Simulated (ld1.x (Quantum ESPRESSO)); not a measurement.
Pb (Z = 82): one change to an ultrasoft potential, before and after

* Element: lead (Pb)
* Generator: ld1.x (Quantum ESPRESSO) 7.5
* Type: ultrasoft
* Functional: LDA (PZ)
* Relativity: fully relativistic
* Frozen core: [Xe] 4f14 5d10
* Valence charge: 4
* Reference configuration: 6s1 6p3
* Partial waves: 6s (bound): rcut 1.60, rcutus 1.85 bohr; 6s channel at 0.6 Ry: rcut 1.60, rcutus 1.85 bohr; 6p (bound): rcut 2.40, rcutus 2.95 bohr; 6p channel at 0.05 Ry: rcut 2.40, rcutus 2.95 bohr
* Local potential: all-electron potential smoothed inside 2.10 bohr (lloc = -2)
* Core correction: none
* Augmentation charge: built from norm-conserving waves at rcut, not smoothed further

Open shells are filled in proportion to 2j + 1 (rel_dist='average').

Change: scalar-relativistic.

Cutoffs: the cutoffs (Ry, on a coarse ladder) from which the occupation-weighted sum of valence levels, in a spherical-Bessel basis at the reference potential, stays within 10 and 1 mRy of its value at 400 Ry; they do not see the model core or the augmentation charge, which bear on the density cutoff. Errors are all-electron minus pseudo energies relative to the spin-unpolarised reference configuration.

Task: Predict the effect on cutoff, ghosts and configuration errors.

Result: The potential gets neither clearly harder nor softer (10 Ry and 15 Ry → 10 Ry and 15 Ry); the number of tests with a reliable result goes from 7 to 9; of the 7 tests that both files solve, the error grows in 2 and shrinks in 1 by more than 15 % and 0.3 meV (median size 27.7 → 31.3 meV); neither file shows a bound ghost.

```tsv
quantity	base	changed
cutoff, loose	10 Ry	10 Ry
cutoff, tight	15 Ry	15 Ry
bound ghosts	none	none
error for 6s2 6p2, meV [ΔE -8.64 → -8.82 eV]	+18	+22
error for 6s2 6p1, meV [ΔE -1.69 → -1.99 eV]	+44	+47
error for 6s2 6p0, meV [ΔE 12.24 → 11.77 eV]	+125	+123
error for 6s0 6p4, meV [ΔE 9.02 → 9.21 eV]	+35	+39
error for 6s1 6p2, meV [ΔE 7.73 → 7.61 eV]	+7.7	+4.7
error for 6s2 6p2.3, meV [ΔE -9.54 → -9.68 eV]	+14	+18
error for 6s2 6p1.5, meV [ΔE -5.98 → -6.21 eV]	+28	+31
s: phases at 3.20 bohr within 0.05 rad from the reference energy up to (Ry; the scan ends near 5)	1.0	1.2
lowest overlap eigenvalue by channel	s 0.48, p1/2 0.59, p3/2 0.54	s 0.47, p 0.55
```
